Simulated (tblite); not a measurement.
Question: What does the GFN2-xTB structure of `CCOc1c[c]ccc1` [radical] look like in three dimensions? (Doublet state.)

Answer: 
```
atom  x, y, z in Å
C1    -2.5998   -0.2376   -0.6004
C2    -1.9508   -0.4384    0.7663
O3    -0.8714    0.4436    0.9951
C4     0.3351    0.2148    0.4096
C5     0.6670   -0.9100   -0.3568
C6     1.9367   -0.9872   -0.8446
C7     2.9221   -0.0663   -0.6582
C8     2.5840    1.0507    0.1072
C9     1.3149    1.1856    0.6281
H10   -2.9454    0.7886   -0.6980
H11   -3.4488   -0.9082   -0.7042
H12   -1.8913   -0.4378   -1.4007
H13   -1.6329   -1.4804    0.8987
H14   -2.6688   -0.1972    1.5554
H15   -0.0491   -1.6931   -0.5524
H16    3.9123   -0.1799   -1.0693
H17    3.3276    1.8130    0.2897
H18    1.0496    2.0460    1.2229
```

Orientation and origin are arbitrary. Atoms count from 1 in this order. C9 (carbon bonded to 2 C and H) is planar (angles 121.3°, 120.8° and 117.9°, sum 360.0°, 0.00 Å off the plane of its three neighbours). C4 (carbon bonded to 2 C and O) is planar (angles 125.5°, 118.5° and 116.0°, sum 360.0°, 0.01 Å off the plane of its three neighbours). The 2 C–O bonds span 1.360 Å (O3–C4, drawn single) to 1.413 Å (C2–O3, drawn single), a spread of 0.053 Å. C7 (carbon bonded to 2 C and H) is planar (angles 122.8°, 121.1° and 116.2°, sum 360.0°, 0.00 Å off the plane of its three neighbours).

Bonds between heavy atoms (Å): C1–C2 1.526, C2–O3 1.413, O3–C4 1.360, C4–C5 1.401, C5–C6 1.362, C6–C7 1.362, C7–C8 1.396, C8–C9 1.378, C4–C9 1.396.

The geometry is computed with GFN2-xTB (gas phase). This method treats the open shell by occupation alone, without spin polarisation.

Point group: C1 (no symmetry element, even within 0.4 Å). Its GFN2-xTB frequencies are all real (lowest 53 cm⁻¹). Torsions: C1–C2–O3–C4 -77°, C2–O3–C4–C5 -5°. 3 starts were optimised and ended at 0.00, 0.14 and 0.35 kcal/mol (GFN2-xTB); the lowest of these is shown.

One conformer stands for the species.
